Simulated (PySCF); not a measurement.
SMILES FCC[Si](F)(F)F, singlet, GFN2-xTB optimised geometry.

```
11

F     -0.77    -2.32     0.72
C     -0.64    -1.46     1.78
C     -1.33    -0.13     1.47
Si    -0.59     0.78     0.00
F      1.00     0.78     0.00
F     -1.00     2.32     0.00
F     -1.01     0.26    -1.43
H     -1.11    -1.96     2.64
H      0.43    -1.34     1.96
H     -1.26     0.49     2.37
H     -2.39    -0.32     1.30
```

Density from PySCF with B3LYP/def2-TZVP at that geometry.

Minimum of the electron density along straight lines between bonded atoms, close to the bond critical point (lines longer than 1.1 times the sum of covalent radii, or with two minima, are not listed):

```
bond    length / Å  ρ at the minimum / e bohr⁻³  ∇²ρ there / e bohr⁻⁵  position (fraction from the first atom)
------  ----------  ---------------------------  --------------------  ---------------------------------------
F1–C2        1.372                        0.249                   [?]                                     0.66
C2–C3        1.527                        0.250                   [?]                                     0.51
C3–Si4       1.883                        0.129                   [?]                                     0.61
Si4–F5       1.586                        0.145                  1.03                                     0.42
Si4–F6       1.588                        0.144                  1.02                                     0.42
Si4–F7       1.581                        0.147                  1.06                                     0.42
C2–H8        1.095                        0.289                 -1.04                                     0.65
C2–H9        1.094                        0.291                 -1.05                                     0.65
C3–H10       1.091                        0.275                 -0.93                                     0.64
C3–H11       1.092                        0.276                 -0.93                                     0.64
```

Question: What belongs in the gaps?

Answer: 
- F1–C2, ∇²ρ there / e bohr⁻⁵: -0.16
- C2–C3, ∇²ρ there / e bohr⁻⁵: -0.63
- C3–Si4, ∇²ρ there / e bohr⁻⁵: 0.09
